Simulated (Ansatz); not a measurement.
Basis-set series for C$_{2}$H$_{7}$BFN (`CN(C)BF`). Charge 0, multiplicity 1. Geometry: relaxed with PBE0-D4/def2-TZVP. It is one conformer, not always the lowest.

```tsv
functional	basis	functions	energy (Eh)	HOMO (eV)	LUMO (eV)
PBE0-D4	def2-SVP	105	-259.48011	-7.24	1.18
PBE0-D4	def2-TZVPP	253	-259.77703	-7.32	0.79
ωB97M-V	def2-SVP	105	-259.65049	-9.53	3.19
ωB97M-V	def2-TZVPP	253	-259.95916	-9.62	2.38
```

Problem. Give the rows for def2-QZVPP. (Best estimate.)

Solution. Ansatz gave: 
```csv
functional,basis,functions,energy (Eh),HOMO (eV),LUMO (eV)
PBE0-D4,def2-QZVPP,495,-259.79162,-7.34,0.59
ωB97M-V,def2-QZVPP,495,-259.97322,-9.64,1.77
```

Positive LUMOs are unbound and depend on the basis.
